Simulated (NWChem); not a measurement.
Species: CH4O4Si; SMILES O=C[Si](O)(O)O

```xyz
10

O     -0.2002    -2.2637    -0.1791
C      0.5342    -1.4113     0.3019
Si     0.0664     0.4254     0.0036
O      1.3463     1.0581    -0.8151
O     -1.3622     0.3117    -0.8157
O     -0.1733     1.3313     1.3671
H      1.4330    -1.7301     0.8777
H      1.3768     2.0210    -0.9107
H     -1.5196    -0.6137    -1.0771
H     -1.0993     1.3987     1.6425
```
Atoms are numbered in this order, from 1.

Level: B3LYP/6-31G* (spherical d) (NWChem), optimised geometry, unscaled harmonic frequencies. B3LYP is NWChem's, with the RPA form of VWN correlation.

| frequency (cm⁻¹) | IR intensity (km/mol) |
|---|---|
| 85 | 1.2 |
| 159 | 66.6 |
| 184 | 49.7 |
| 198 | 2.2 |
| 271 | 35.6 |
| 296 | 45.5 |
| 325 | 18.9 |
| 374 | 97.2 |
| 432 | 36.7 |
| 492 | 147.3 |
| 691 | 8.5 |
| 796 | 106.1 |
| 854 | 195.8 |
| 873 | 14.1 |
| 882 | 31.9 |
| 935 | 304.8 |
| 996 | 305.7 |
| 1009 | 133.9 |
| 1407 | 13.7 |
| 1749 | 69.3 |
| 2893 | 127.4 |
| 3702 | 85.7 |
| 3794 | 85.3 |
| 3796 | 69.0 |

```json
{
  "zero_point_energy": "38.9 kcal/mol",
  "thermal correction to the enthalpy at 298.15 K (with zero-point energy)": "44.5 kcal/mol",
  "heat capacity Cv": "27.2 cal/(mol K)",
  "entropy at 298.15 K and 1 atm (symmetry number 1)": "86.2 cal/(mol K)",
  "dipole_moment": "1.64 D"
}
```

Rigid rotor and harmonic oscillator; modes under 100 cm⁻¹ make the entropy uncertain.
